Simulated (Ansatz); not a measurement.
`COC=S` + `O[SiH](F)[SiH3]` → `F[SiH]([SiH3])OC=S` + CH₃OH  (substitution at a C–O bond)

Calculated with Ansatz (gas phase, PBE0-D4/def2-TZVP geometries, no zero-point term in ΔE). CBS: MP2 limit from def2 TZ/QZ plus the TZ coupled-cluster correction, frozen cores. This one scheme is used for every species. Functionals use def2-TZVPP. B3LYP here is the variant with VWN-RPA as its local correlation; programs differ in this. Each species was taken in one conformer, which may not be the lowest.

`COC=S`:

Cartesian coordinates in Å:
```
C -0.494 0.946 -0.117
O 0.688 0.237 0.248
C 0.632 -1.082 0.157
S 1.855 -2.063 0.521
H -0.268 2.001 0.017
H -0.751 0.756 -1.161
H -1.328 0.665 0.531
H -0.335 -1.458 -0.194
```

`O[SiH](F)[SiH3]`:

Cartesian coordinates in Å:
```
O 0.466 1.849 0.155
Si -0.622 0.627 0.139
F -1.664 0.831 -1.062
Si 0.581 -1.349 -0.208
H 0.179 2.721 0.431
H -1.449 0.648 1.375
H -0.362 -2.495 -0.307
H 1.498 -1.578 0.940
H 1.373 -1.256 -1.462
```

`F[SiH]([SiH3])OC=S`:

Cartesian coordinates in Å:
```
F -0.770 0.870 -1.985
Si -0.733 -0.282 -0.882
Si 1.506 -0.834 -0.444
O -1.513 0.289 0.478
C -1.013 1.127 1.387
S -1.824 1.670 2.660
H -1.591 -1.392 -1.343
H 2.266 0.375 -0.034
H 2.103 -1.405 -1.679
H 1.546 -1.842 0.647
H 0.024 1.423 1.196
```

CH₃OH:

Cartesian coordinates in Å:
```
C 0.023 0.287 -0.210
O -0.433 -0.500 0.867
H -0.498 1.243 -0.149
H -0.205 -0.164 -1.183
H 1.101 0.483 -0.158
H 0.012 -1.349 0.833
```

**Question.** Is it downhill or uphill in electronic energy at CCSD(T)/CBS, and by how much? (Best estimate.)

**Answer.** Ansatz gave: Uphill: ΔE = +7.3 kcal/mol.

**Question.** What do these levels give: LDA (SPW92), revPBE-D4, PBE0-D4, B3LYP-D4, ωB97X-V, B2PLYP, PBE-QIDH, CAM-B3LYP, CCSD/def2-SVP, CCSD(T)/def2-SVP, MP2/def2-QZVPP, MP2/CBS(def2)? (Estimate.)

**Answer.** Computed: LDA (SPW92) 8.9, revPBE-D4 7.2, PBE0-D4 7.4, B3LYP-D4 7.2, ωB97X-V 7.8, B2PLYP 8.1, PBE-QIDH 8.0, CAM-B3LYP 8.5, CCSD/def2-SVP 6.5, CCSD(T)/def2-SVP 6.5, MP2/def2-QZVPP 7.7, MP2/CBS(def2) 7.7 kcal/mol.

Largest T1 diagnostic among the species: 0.017.

The D4 term adds −1.1 kcal/mol with B3LYP and −0.7 kcal/mol with PBE0; it sums over pairs of atoms, weighted by their polarisabilities, and B3LYP, whose exchange is more repulsive, gets the larger term. At CCSD(T), def2-SVP lies −0.9 kcal/mol from the extrapolated value and def2-TZVPP +0.1 kcal/mol.
